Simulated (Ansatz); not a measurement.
Ansatz results at the PBE0-D4/def2-TZVP geometry: HOMO energy (B3LYP/def2-TZVPP) -7.01 eV; HOMO energy (ωB97M-V/def2-TZVPP) -9.30 eV; LUMO energy (ωB97M-V/def2-TZVPP) 0.63 eV.

Each molecule was computed in one conformer, which needn't be the lowest.

(1) Which molecule gave them?
A. `C#[C][Al]([NH2])[NH2]`
B. `O[SiH]1CB(F)C1`
C. `C=NB(F)Cl`
D. `C[SiH]([SiH3])[NH][AlH2]`

Results:

(1) D. The others give `O[SiH]1CB(F)C1`: -7.60, -10.07, 1.34; `C#[C][Al]([NH2])[NH2]`: -6.77, -9.41, 1.70; `C=NB(F)Cl`: -7.71, -10.21, 0.73.

B3LYP here is the variant with VWN-RPA as its local correlation; programs differ in this.
